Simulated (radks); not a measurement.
Values are calculated unless marked as measured or tabulated.
Q: All-electron atom: Pm I in [Xe] 4f5 6s2 (the NIST ground configuration). Code: a radial shooting solver on a logarithmic mesh with Libxc functionals. Model: Dirac Kohn-Sham, PBE, spin-unpolarised, spherical densities, point nucleus; open shells are shared between the two j in proportion to 2j + 1.

Spin-orbit splittings of the eigenvalues, e(l+1/2) - e(l-1/2), with zeta = 2 splitting/(2l+1) and mean radii in bohr:

| shell | occ. | splitting (eV) | zeta (eV) | <r> j=l-1/2 | <r> j=l+1/2 |
|---|---|---|---|---|---|
| 2p | 6 | 560.3 | 373.5 | 0.08245 | 0.08897 |
| 3p | 6 | 112.7 | 75.11 | 0.2498 | 0.2624 |
| 3d | 10 | 24.41 | 9.765 | 0.2339 | 0.2378 |
| 4p | 6 | 24.58 | 16.39 | 0.6081 | 0.6366 |
| 4d | 10 | 4.369 | 1.748 | 0.6824 | 0.6926 |
| 4f | 5 | ? | ? | 1.057 | 1.080 |
| 5p | 6 | 3.266 | 2.177 | 1.630 | 1.725 |

Estimate the 4f splitting.

A: 0.4691 eV (zeta = 0.1340 eV).
